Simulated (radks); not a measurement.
Fractional charge and spin in the 6s shell of iridium: the spin-up occupation runs from 0 to 1 and the spin-down occupation from 0 to 1; the fullest corner is Ir, [Xe] 4f14 5d(up 3.5, down 3.5) 6s(up 1, down 1). All-electron calculation, scalar-relativistic Kohn-Sham, LDA (Slater exchange, Perdew-Wang correlation), spin-polarised, spherical densities, point nucleus. Program: a radial shooting solver on a logarithmic mesh with Libxc functionals. Energy (eV) minus the two flat planes that join the four corners (they meet along the diagonal where the two added fractions sum to one electron); zero is where a piecewise linear energy would lie.

| down \ up | 0 | 0.25 | 0.5 | 0.75 | 1 |
|---|---|---|---|---|---|
| 0 | 0.000 | -0.721 | -0.959 | -0.717 | 0.000 |
| 0.25 | -0.721 | -0.912 | -0.628 | 0.126 | -0.656 |
| 0.5 | -0.959 | -0.628 | 0.168 | -0.577 | -0.869 |
| 0.75 | -0.717 | 0.126 | -0.577 | -0.832 | -0.648 |
| 1 | 0.000 | -0.656 | -0.869 | -0.648 | 0.000 |

Corners above the fullest one (they belong to Ir+ and the next ion): (up 1, down 0) 10.009 eV, (up 0, down 1) 10.009 eV, (up 0, down 0) 28.020 eV. With half an added electron in each spin the energy lies 0.168 eV from the planes, and with half an added electron in spin up alone -0.959 eV. The planes are only a guide here: the flat-plane condition holds for ground states with one frontier orbital, while other shells are open and held unpolarised.
